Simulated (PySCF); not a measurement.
# Ionisation energy of Ba⁴²⁺ by level of theory

Ba⁴²⁺ [Ne] 3s2 3p2 (3P) → Ba⁴³⁺ [Ne] 3s2 3p1 (2P), as a difference of total energies. Computed with PySCF 2.14 in an uncontracted even-tempered set (18 s from 8 bohr⁻², ratio 2.5; 12 p from 10 bohr⁻², ratio 2.5; 4 d from 42 bohr⁻², ratio 2.7; 4 f from 63 bohr⁻², ratio 2.7), with scalar relativity by spin-free X2C-1e. Correlated levels: outer shells: 1s2 frozen; virtual orbitals above 40 to 60 times the deepest correlated orbital energy dropped. The calculations carry no spin-orbit coupling.

```csv
method,ionisation energy (eV)
UHF,3210.5
LDA,3211.7
PBE,3212.4
PBE0,3212.3
r2SCAN,3212.7
BLYP,3213.0
PW91,3213.1
MP2 (outer shells),3211.0
SCS-MP2 (outer shells),3210.8
```

Spin-orbit coupling is strong in these open shells (close to jj coupling). The scalar numbers leave it out and a first-order estimate fails, so it can dominate the gap to the real levels.

Breit and QED terms and the two-electron picture change are absent.

For comparison: 3266 ± 4 eV (theoretical estimate listed by NIST; NIST Atomic Spectra Database, ionization energies).
